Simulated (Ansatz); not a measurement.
A nudged elastic band was laid between two geometries of ClF$_{2}$H$_{5}$OW (10 atoms, charge 0, multiplicity 1).

Theory: RKS BLYP/def2-SVP (Ansatz 0.2.0).

```yaml
movable_images: 3
climbing_image: yes
spring: 5.0 eV/Å²
optimiser: quadratic models (default)
start_path: through a guess of the saddle point
force_threshold: 0.05 eV/Å
iteration_limit: 60
end_points: relaxed
```

First end point:

```xyz
10
Properties=species:S:1:pos:R:3
W 0.166 -0.062 0.128
F -0.137 -0.469 1.922
Cl 2.423 -1.025 0.156
H -1.002 1.183 0.387
H -1.503 -0.270 -0.154
H -0.365 -1.592 -0.396
F 0.335 0.640 -1.581
O 1.547 1.669 0.921
H 2.419 1.229 1.070
H 1.340 2.224 1.700
```

Last end point:

```xyz
10
Properties=species:S:1:pos:R:3
W 0.492 0.187 -0.397
F 0.794 -0.446 3.040
Cl 2.479 -1.125 -0.481
H -0.315 1.621 -0.892
H -1.170 0.561 -0.116
H -0.381 -0.947 0.494
F 0.055 -0.291 -2.137
O 1.088 1.345 0.975
H 1.071 2.315 1.098
H 1.109 0.307 2.570
```

Q: What changes between the two ends?

A: Bonds broken: W1–F2, O8–H10. Bonds formed: F2–H10. ClF2H5OW becomes ClFH4OW + FH.

Q: What energy profile does the band end with?

A: It converged. The highest image is number 2 of 0 to 4, 1.12 eV above the first end and 0.12 eV above the last; the last end lies 1.00 eV above the first. The order of the point at the top wasn't checked. So few images can step over the top or miss a turn of the path. The orbitals stay closed-shell, which can raise the energy where a bond breaks towards radicals; this wasn't checked here.

```
image  path coordinate (Å)  energy (eV)  W1–F2 (Å)  O8–H10 (Å)  F2–H10 (Å)
    0                 0.00         0.00       1.86        0.98        3.08
    1                 1.64         0.37       1.93        0.99        1.89
    2                 3.28         1.12       2.85        1.84        0.95
    3                 4.69         1.04       3.46        1.92        0.94
    4                 6.11         1.00       3.51        1.90        0.94
```

Q: What is the geometry of the highest image?

A: 
```xyz
10
Properties=species:S:1:pos:R:3
W 0.516 0.219 -0.229
F -0.414 0.131 2.465
Cl 2.608 -0.704 -1.011
H -0.643 1.495 -0.207
H -1.144 -0.018 0.090
H 0.117 -1.321 0.342
F 0.084 0.237 -2.034
O 1.457 1.151 1.150
H 2.314 1.613 1.054
H 0.327 0.724 2.533
```

The run took 2.8 min on 2 threads of Intel(R) Xeon(R) Platinum 8488C (Sapphire Rapids), on a shared host, peak memory 0.2 GiB.
